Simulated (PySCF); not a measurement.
MoO2FCl, SMILES [O]=[Mo](=[O])([F])[Cl], multiplicity 1.

Coordinates come from a PBE-D3(BJ)/def2-SVP optimisation. The spin state was assumed, not searched. The structure was generated by enumeration; whether it is a known compound was not checked. The def2 effective core potentials stand for the cores of Mo; spin–orbit coupling is left out.

The numbers are results of PBE-D3(BJ)/def2-SVP (PySCF), not measurements.

Frequencies are harmonic and unscaled.

Computed normal modes with their intensities:
```
mode  ν (cm⁻¹)  IR (km/mol)  moving atoms (share of kinetic energy)
----  --------  -----------  --------------------------------------
1          144          2.8                F 53 %, Cl 27 %, Mo 13 %
2          185          4.2                O 54 %, Cl 22 %, Mo 19 %
3          232          3.6                          O 53 %, F 40 %
4          246          7.3        O 59 %, Cl 16 %, F 15 %, Mo 10 %
5          348          3.6                         O 79 %, Cl 12 %
6          435         49.3                Cl 53 %, Mo 33 %, O 12 %
7          705         97.1                         F 81 %, Mo 18 %
8         1005        147.0                         O 81 %, Mo 19 %
9         1022         80.6                         O 88 %, Mo 12 %
```
